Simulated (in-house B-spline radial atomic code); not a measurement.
Results of a calculation; reference values are marked as such.
Ghost states of the separable form: Zr

Zr, [Kr] 4d2 5s2, non-relativistic PBE, spherical and spin-unpolarised, from an all-electron radial atomic-structure program (B-spline basis) (atomic units; all potentials screened as in the neutral atom).

Troullier-Martins channels: 5s (ε = -0.1571, r_c = 3.116 bohr), 4p (ε = -1.1849, r_c = 1.227 bohr), 4d (ε = -0.1456, r_c = 1.499 bohr). In the Kleinman-Bylander form one channel serves as the local potential, and each other channel l becomes |δV u><u δV|/<u|δV|u>, with δV = V_l − V_local and u the pseudo-orbital. Its strength is E_KB = <u|δV²|u>/<u|δV|u>. By the analysis of Gonze, Stumpf and Scheffler a spurious state lies below the reference level ε if E_KB > 0 and ε is above the second level of the local potential alone, or if E_KB < 0 and ε is above its first. The table's levels are those of angular momentum l in a sphere of 9 bohr, whose wall can lift a shallow ε a little above its free-atom value.

```csv
local,channel,<u δV u>,<u δV² u>,ε,first local level,second local level
d,s,0.14743,0.33639,-0.1551,-3.9615,-0.6207
d,p,0.25363,1.199,-1.1849,-1.7065,-0.0971
s,d,-1.5772,5.8643,-0.1454,0.0625,0.3193
s,p,-3.1273,12.367,-1.1849,-0.0643,0.1917
p,d,-0.058681,0.31212,-0.1454,-0.1145,0.1243
p,s,0.1441,0.29747,-0.1551,-2.1738,-0.2045
```

**Question.** Apply the rule to each row.

**Answer.** Local d, channel s: E_KB = +2.28, so ε = -0.1551 is set against -0.6207: a ghost. Local d, channel p: E_KB = +4.73, so ε = -1.1849 is set against -0.0971: no ghost. Local s, channel d: E_KB = -3.72, so ε = -0.1454 is set against 0.0625: no ghost. Local s, channel p: E_KB = -3.95, so ε = -1.1849 is set against -0.0643: no ghost. Local p, channel d: E_KB = -5.32, so ε = -0.1454 is set against -0.1145: no ghost. Local p, channel s: E_KB = +2.06, so ε = -0.1551 is set against -0.2045: a ghost.

Diagonalising the separable Hamiltonian gives:

```json
{"local": "d", "channel": "s", "three lowest levels": "-2.8386, -0.1551, 0.1226", "all-electron, two lowest valence levels": "-0.1551, 0.1247"}
{"local": "d", "channel": "p", "three lowest levels": "-1.1849, -0.0435, 0.2146", "all-electron, two lowest valence levels": "-1.1849, -0.0436"}
{"local": "s", "channel": "d", "three lowest levels": "-0.1454, 0.1176, 0.4343", "all-electron, two lowest valence levels": "-0.1454, 0.1148"}
{"local": "s", "channel": "p", "three lowest levels": "-1.1849, -0.0207, 0.2571", "all-electron, two lowest valence levels": "-1.1849, -0.0436"}
{"local": "p", "channel": "d", "three lowest levels": "-0.1454, 0.1147, 0.4167", "all-electron, two lowest valence levels": "-0.1454, 0.1148"}
{"local": "p", "channel": "s", "three lowest levels": "-0.5943, -0.1551, 0.1254", "all-electron, two lowest valence levels": "-0.1551, 0.1247"}
```

**Question.** Which choices of local channel are safe?

**Answer.** Free of ghosts: s. With d local the s channel has a ghost 2.68 hartree below ε, since the local potential binds more than one state below ε, and a repulsive term of rank one raises each level at most to the next, so it clears only one of them. With p local the s channel has a ghost 0.44 hartree below ε, since the local potential binds more than one state below ε, and a repulsive term of rank one raises each level at most to the next, so it clears only one of them. Among the safe choices the second level, which tests transfer, is off by at most 22.9 millihartree (s local).
